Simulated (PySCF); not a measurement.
## Radial density of Re⁶¹⁺ (rhenium, charge +61)

M06-2X, [Ne] 3s2 3p2, high-spin 3P determinant. Calculation: PySCF 2.14, in an uncontracted even-tempered set (17 s from 17 bohr⁻², ratio 2.5; 12 p from 22 bohr⁻², ratio 2.5; 4 d from 84 bohr⁻², ratio 2.7; 4 f from 130 bohr⁻², ratio 2.7); scalar relativity by spin-free X2C-1e.

```tsv
r (bohr)	4πr²ρ (e/bohr)	4πr²(ρα − ρβ)
0.0220	85.27	3.0432
0.0369	102.1	5.4660
0.0621	115.4	2.0326
0.104	45.48	3.0813
0.176	30.45	13.8785
0.296	4.693	2.3376
0.497	0.02555	0.0104
```

Densities and radii are taken from the X2C orbitals without a picture-change correction, which distorts them close to the nucleus.

Spin-orbit coupling is strong in this species (close to jj coupling), so the high-spin LS determinant is a model state, not a physical level.
